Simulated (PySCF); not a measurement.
Computed properties of BH₄OP, SMILES PBO

BH4OP, SMILES OBP. Geometry: PBE0-D3(BJ)/def2-TZVP. The values are those of a single conformer. All values are computed for the isolated molecule unless a solvent is named; none is compared with measurement here.

**Structure.** All 15 harmonic modes at PBE0-D3(BJ)/def2-TZVP (PySCF) are real, so it is a minimum. With heavy atoms numbered as in [BH:1]([OH:3])[PH2:5], the shortest bond between them is B1–O3 at 1.350 Å and the longest B1–P5 at 1.923 Å.

**Vibrations.** The strongest infrared lines (harmonic, unscaled, degenerate partners summed) lie at 1357 cm⁻¹ (268 km/mol, B 64 %, O 29 %), 1168 cm⁻¹ (144 km/mol, H 76 %, B 14 %, O 9 %), 2615 cm⁻¹ (122 km/mol, H 91 %, B 9 %). The softest mode is at 193 cm⁻¹ and the zero-point energy is 28.4 kcal/mol.

**Electronic structure.** B3LYP/def2-TZVPD (PySCF) places the frontier levels at -7.23 and -0.90 eV, a gap of 6.33 eV, and gives a dipole moment of 1.41 D and a mean polarisability of 48.9 bohr³.

**Excitations.** TDDFT-PBE0/def2-SVPD (PySCF) has S1 at 5.58 eV (222 nm, f = 0.050, weak); the most intense of the 10 singlets computed lies at 7.84 eV (f = 0.18). T1 (TDA) is at 4.56 eV. No vertical singlet excitation falls in the visible range (under 3.1 eV).

**NMR.** GIAO shifts at KT2/pcSseg-2 (PySCF) (non-relativistic, atoms alike by connectivity averaged): ¹H from 2.4 to 6.4 ppm against TMS; ¹¹B at 46.5 ppm against BF3.
